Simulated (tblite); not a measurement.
C₇H₁₅O (SMILES CCCCCC(C)=[OH+]), charge +1, singlet, at a GFN2-xTB geometry; GFN1-xTB (tblite).

The tblite input:
```
$ tblite run mol.xyz --method gfn1 --charge 1 --spin 0 --json tblite.json --no-restart

# file mol.xyz
23

C      4.00968992    -0.06470166     0.26845825
C      2.66327073    -0.42925903    -0.34447779
C      1.51989346     0.22483959     0.43490336
C      0.17478148    -0.13893378    -0.18559280
C     -0.98838738     0.52570477     0.62496721
C     -2.22024204     0.15964867    -0.06346023
C     -2.94335921    -1.06716060     0.27031819
O     -2.68391435     0.84801911    -1.03355735
H      4.16533168     1.01092404     0.24800057
H      4.81065858    -0.53697897    -0.29326076
H      4.06884274    -0.40312467     1.29966351
H      2.53960688    -1.51335776    -0.33379541
H      2.63477745    -0.09805491    -1.38400101
H      1.65516572     1.30755205     0.42788187
H      1.55273665    -0.11199803     1.47186014
H      0.05074078    -1.22183028    -0.17864887
H      0.14811183     0.20060750    -1.22254534
H     -0.81838849     1.60434754     0.63354542
H     -0.95460577     0.13699382     1.64154938
H     -3.57564966    -1.39507534    -0.55279984
H     -3.60083488    -0.85200672     1.12007700
H     -2.27368317    -1.85917911     0.59940602
H     -2.22537731     1.68620017    -1.23917103
```

What the program printed (banner, timings and long lists left out):

```
xTB calculator
 | screened Coulomb repulsion
 | Coulomb electrostatics
 |  * isotropic Klopman-Ohno-Mataga-Nishimoto electrostatics
 |  * onsite third-order electrostatics
 | DFT-D3(BJ) dispersion correction

halogen bonding energy    0.0000000000000E+00 Eh
repulsion energy          3.5924365057875E-01 Eh
dispersion energy        -8.7329369276413E-03 Eh
number of electrons       4.8000000000000E+01 e
integral cutoff           1.9731147476801E+01 bohr

------------------------------------------------------------
  cycle        total energy    energy error   density error
------------------------------------------------------------
      1     -26.99303649940  -2.7343547E+01   5.7704876E-01
      2     -27.12469193393  -1.3165543E-01   3.2774157E-01
      3     -27.12481717640  -1.2524247E-04   8.4553957E-02
      4     -27.12865790006  -3.8407237E-03   9.9980882E-03
      5     -27.12900393142  -3.4603136E-04   3.2288387E-03
      6     -27.12904114707  -3.7215659E-05   9.0747498E-04
      7     -27.12904341339  -2.2663163E-06   2.2826166E-04
      8     -27.12904362966  -2.1627474E-07   2.5879930E-05
      9     -27.12904363306  -3.3976839E-09   1.3453952E-05
------------------------------------------------------------

electronic energy        -2.7479554346713E+01 Eh
total energy             -2.7129043633062E+01 Eh

Post processing:
 | Mayer-Wiberg bond orders

[Info] JSON dump of results written to 'tblite.json'
```
